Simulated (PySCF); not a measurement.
Compound: CH₆BFSi.
Cartesian coordinates in Å at the GFN2-xTB level; atoms count from 1:
```xyz
10
CH6BFSi angstrom
F      1.9866   -0.9727    0.8993
B      1.5098   -0.3151   -0.1455
C      0.3623    0.7066    0.0613
Si    -1.3204   -0.2113    0.0152
H      1.9738   -0.6043   -1.1869
H      0.3354    1.4765   -0.7067
H      0.4188    1.1977    1.0321
H     -1.5086   -0.8402   -1.2941
H     -1.3819   -1.2249    1.0679
H     -2.3669    0.7924    0.2349
```

Jobs on this species (10 atoms, 40 electrons) with PySCF (density fitting). Hardware of each: an Arm Neoverse V1 with one thread (shared host). Times come from a shared host and carry two figures at best. Peak memory is the resident size of the whole Python process, interpreter and libraries included.

```json
{"level and settings": "B3LYP/def2-SVPD", "work": "8 singlets by full TDDFT, 3 Tamm–Dancoff triplets, polarisability", "basis functions": "135", "SCF cycles": "?", "wall time": "?", "peak memory": "?"}
{"level and settings": "delta-SCF UKS SCAN, pcX-2 on the ionised atom, pcseg-1 elsewhere, spin-free X2C", "work": "ΔSCF core ionisation, 5 holes", "basis functions": "132", "SCF cycles": "72", "wall time": "21 s", "peak memory": "0.39 GiB"}
{"level and settings": "PBE0/pcSseg-1", "work": "shieldings, charges and field gradients", "basis functions": "105", "SCF cycles": "12", "wall time": "7.2 s", "peak memory": "0.47 GiB"}
```

Task: Fill in the missing figures.

Result: 
- B3LYP/def2-SVPD; 8 singlets by full TDDFT, 3 Tamm–Dancoff triplets, polarisability: 10 s, 0.51 GiB, 12 SCF cycles

Task: What do all jobs in the table cost together?

Result: About 38 s; the longest takes about 55 % of that, and about 2.9 times as long as the shortest.
